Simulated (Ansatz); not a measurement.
C5H15GaSiTe (`[CH3][Ga]([CH3])[Te][Si](C)(C)C`), charge 0, multiplicity 1.

Question: Give a relaxed structure at PBE0-D4/def2-TZVP (the Gaussian-basis code of Ansatz). (Estimate.)

Answer: Computed: 
Z-matrix (Å, degrees):
```
C
Ga 1 1.972
H 1 1.094 2 109.0
H 1 1.092 2 110.0 3 117.7
H 1 1.089 2 113.2 3 -120.2
Te 2 2.528 1 122.9 3 92.4
C 2 1.970 1 122.0 3 -86.8
Si 6 2.515 2 99.0 1 1.4
H 7 1.090 2 112.1 1 169.8
H 7 1.093 2 110.3 1 48.1
H 7 1.094 2 109.5 1 -69.9
C 8 1.871 6 110.6 2 -56.7
C 8 1.872 6 105.4 2 -175.5
C 8 1.872 6 110.3 2 66.1
H 12 1.092 8 110.6 6 -57.2
H 12 1.095 8 110.1 6 -176.8
H 12 1.091 8 111.6 6 63.2
H 13 1.095 8 110.1 6 -179.5
H 13 1.092 8 111.1 6 60.7
H 13 1.092 8 111.2 6 -59.7
H 14 1.092 8 111.8 6 -61.6
H 14 1.092 8 110.5 6 58.5
H 14 1.095 8 110.2 6 178.2
```
This is one stationary point; other conformers may exist.
